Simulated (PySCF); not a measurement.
# Excited states of I⁴⁹⁺ (iodine, charge +49)

Ground state [He] 2s2, ¹S. Computed with PySCF 2.14 in an uncontracted even-tempered set (18 s from 4.16 bohr⁻², ratio 2.5; 9 p from 5.35 bohr⁻², ratio 2.7; 8 d from 6.1 bohr⁻², ratio 2.7; 4 f from 180 bohr⁻², ratio 2.7), with the spin-free X2C one-electron Hamiltonian (Gaussian nucleus). Vertical excitation energies in eV without spin-orbit coupling; excited terms of each kind are numbered among those the solver found. Frozen: nothing.

```json
{"term": "1 3P°", "leading excitation": "2s → p", "EOM-EE-CCSD": "331.25"}
{"term": "1 1P°", "leading excitation": "2s → p", "EOM-EE-CCSD": "417.09"}
```

The spin-orbit splitting of the hole, absent here, rivals or exceeds the spacing of these terms, so the LS terms are model states.

Only the lower part of the computed list is shown. Doubly excited terms such as np² are absent. The solver can miss terms. The 7 highest virtual orbitals were dropped.
